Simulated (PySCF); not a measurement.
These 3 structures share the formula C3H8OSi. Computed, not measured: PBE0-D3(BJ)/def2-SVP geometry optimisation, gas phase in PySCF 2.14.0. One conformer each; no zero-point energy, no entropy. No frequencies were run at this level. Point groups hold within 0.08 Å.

Task: Rank from lowest to highest electronic energy at this level (kJ/mol).
A. `[OH:1][SiH2:2][CH:3]1[CH2:4][CH2:5]1` with H–O1–Si2–C3 -71°, O1–Si2–C3–C4 -80°
B. `[CH3:1][SiH2:2][C:3]([CH3:4])=[O:5]` with C1–Si2–C3–C4 165°
C. `[CH2:1]1[CH2:2][O:3][SiH2:4][CH2:5]1` with C5–C1–C2–O3 -40°, C1–C2–O3–Si4 25°, C2–O3–Si4–C5 -3°, O3–Si4–C5–C1 -19°

Result: C (0.0), A (53.6), B (100.2).

As drawn, the lowest has an Si–O bond, which the highest lacks; the highest has a C=O bond, which the lowest lacks.

```csv
SMILES,E (Eh),E rel (kJ/mol),dipole (D),point group,"A, B, C (MHz)"
C1CO[SiH2]C1,-483.30591,0.0,1.86,C1,"6028, 4480, 2859"
O[SiH2]C1CC1,-483.28548,53.6,1.81,C1,"9669, 2271, 2052"
C[SiH2]C(C)=O,-483.26775,100.2,1.80,C1,"6910, 2531, 1960"
```
